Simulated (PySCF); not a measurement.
Al(Me)(SH)2 (CH5AlS2), SMILES [SH][Al]([CH3])[SH].

Coordinates come from a PBE0-D3(BJ)/def2-SVP optimisation. The values are those of a single conformer.

Two levels are set side by side: PBE/def2-TZVP (PySCF) and PBE0/def2-TZVP (PySCF). Same geometry, gas phase. Differences are taken from unrounded values.

```csv
quantity,PBE0
orbital gap (eV),6.96
highest occupied level (eV),-7.52
lowest empty level (eV),-0.56
mean polarisability (bohr³),76.6
```

Problem. What does PBE give, and how far is it from PBE0? (Estimate from the structure and the level; the computed values follow.)

Solution. 
```json
[
 {"quantity": "orbital gap (eV)", "PBE": "5.00", "PBE minus PBE0": "-1.96"},
 {"quantity": "highest occupied level (eV)", "PBE": "-6.32", "PBE minus PBE0": "1.21"},
 {"quantity": "lowest empty level (eV)", "PBE": "-1.31", "PBE minus PBE0": "-0.75"},
 {"quantity": "mean polarisability (bohr³)", "PBE": "79.6", "PBE minus PBE0": "2.9"}
]
```

PBE's occupied levels lie high since its potential decays too fast outside the molecule; exact exchange lowers them and widens the gap. Loosely held outer electrons make PBE densities more polarisable. Differences between two approximate levels are no errors against the true value.

Rough cost on one machine, each run with all the roots and properties that it gave: PBE0 against PBE within a factor of 2.
